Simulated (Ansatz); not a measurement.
Consider the ligand exchange at the In–O bond: `[OH][InH][OH]` + HCl → `[OH][InH][Cl]` + H₂O.

Computed with Ansatz on PBE0-D4/def2-TZVP structures; ΔE is electronic, products minus reactants. CCSD(T)/CBS is the MP2 limit (def2-TZVPP, def2-QZVPP) plus CCSD(T) − MP2 in def2-TZVPP, frozen cores. This one scheme is used for every species. Functionals use def2-TZVPP. Elements past krypton have def2 core potentials. For In outer-core shells are correlated without core-valence functions, which leaves a few kJ/mol of doubt a bond. Each species was taken in one conformer, which may not be the lowest.

`[OH][InH][OH]`:

Cartesian coordinates in Å:
```
O -1.043 0.627 0.936
In 0.331 -0.510 0.063
O 0.773 0.358 -1.653
H -1.342 0.306 1.789
H 1.017 -1.947 0.637
H 0.264 1.165 -1.772
```

HCl:

Z-matrix (Å, degrees):
```
Cl
H 1 1.279
```

`[OH][InH][Cl]`:

Cartesian coordinates in Å:
```
O -1.381 0.612 0.004
In 0.308 -0.305 0.424
Cl 1.740 -0.211 -1.416
H -1.380 0.966 -0.889
H 0.713 -1.063 1.877
```

H₂O:

Cartesian coordinates in Å:
```
O -0.231 0.010 0.313
H 0.722 0.121 0.287
H -0.491 -0.131 -0.600
```

CCSD(T)/CBS gives -91.8 kJ/mol.

**Question.** Another level gave -93.4 kJ/mol. Which?
A. PBE0-D4/def2-TZVPP
B. HF/def2-TZVPP
C. PBE/def2-TZVPP
D. r2SCAN/def2-TZVPP

**Answer.** D. r2SCAN -93.4, PBE0-D4 -98.6, PBE -89.0, HF/def2-TZVPP -110.1 kJ/mol.

Largest T1 diagnostic among the species: 0.017.

Leaving LDA and LC-ωPBE aside and taking each functional with its dispersion term where it has one, the values, not all of them listed here, spread over 16.8 kJ/mol, from BHLYP-D4 to BLYP-D4. From r2SCAN to r2SCAN0 (25 % exact exchange), in def2-TZVPP and without D4, ΔE moves by −6.9 kJ/mol.
